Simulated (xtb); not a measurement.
C4H11In, SMILES [CH3][In]([CH3])[CH2]C. All values are semi-empirical tight-binding results from xtb (GFN2-xTB unless named), good for trends rather than for accurate numbers. The structure is a stationary point at GFN2-xTB. The isomer is the one that the SMILES or the coordinates give; other isomers of the formula were not compared. One conformer was computed; it need not be the lowest.

Optimised geometry:

```xyz
16

In    -0.0463     0.2913     0.1541
C      1.2029     1.4232    -1.3419
H      2.2426     1.1051    -1.2658
H      1.1484     2.4965    -1.1667
H      0.8511     1.2088    -2.3509
C     -1.0835     1.1987     1.9377
H     -1.6876     0.4278     2.4168
H     -1.7310     2.0231     1.6406
H     -0.3544     1.5712     2.6566
C     -0.2979    -1.9440    -0.1015
C      0.4005    -2.4651    -1.3495
H     -1.3690    -2.1620    -0.1405
H      0.0999    -2.4318     0.7931
H      1.4698    -2.2490    -1.3116
H     -0.0079    -1.9939    -2.2453
H      0.2765    -3.5461    -1.4487
```
Charge 0, spin multiplicity 1.

For metal compounds this method's bond lengths and energies can be far off.

Computed properties:
- orbital gap: 3.39 eV
- zero-point energy: 81.3 kcal/mol
- G − E(el) at 298.15 K (modified RRHO): 57.8 kcal/mol

### Question
Give the atomic charges and the Wiberg bond orders between heavy atoms. (Estimate from the structure and the level; the computed values follow.)

### Answer
charges (e) In1 0.13, C2 -0.18, H3 0.04, H4 0.04, H5 0.05, C6 -0.18, H7 0.05, H8 0.04, H9 0.04, C10 -0.13, C11 -0.09, H12 0.03, H13 0.03, H14 0.04, H15 0.04, H16 0.03. Bond orders In1–C2 0.77, In1–C6 0.77, In1–C10 0.70, C10–C11 1.02.
